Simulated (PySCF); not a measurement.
Cl3GeH3Si. Atoms are numbered in the order given.

```xyz
8

Si     0.0000     0.0000     2.3741
Ge     0.0000     0.0000    -0.0156
Cl     1.7493     1.0100    -0.8079
Cl    -1.7493     1.0100    -0.8079
Cl     0.0000    -2.0200    -0.8079
H      1.2278    -0.7089     2.8211
H     -1.2278    -0.7089     2.8211
H      0.0000     1.4178     2.8211
```

Coordinates come from a B3LYP-D3(BJ)/def2-SVP optimisation.

Computed with PySCF with M06-2X/def2-TZVP.

Symmetry labels are those of the subgroup Cs that the program uses (full group C3v).

Computed valence orbital energies around the gap with their symmetry:
```
orbital  symmetry  energy (eV)
-------  --------  -----------
HOMO−7         A'       -12.02
HOMO−6         A"       -12.02
HOMO−5         A'       -11.21
HOMO−4         A"       -11.21
HOMO−3         A"       -10.74
HOMO−2         A'       -10.74
HOMO−1         A"       -10.53
HOMO           A'        -9.79
LUMO           A'        -0.63
LUMO+1         A'         0.03
LUMO+2         A"         0.03
LUMO+3         A'         1.16
```
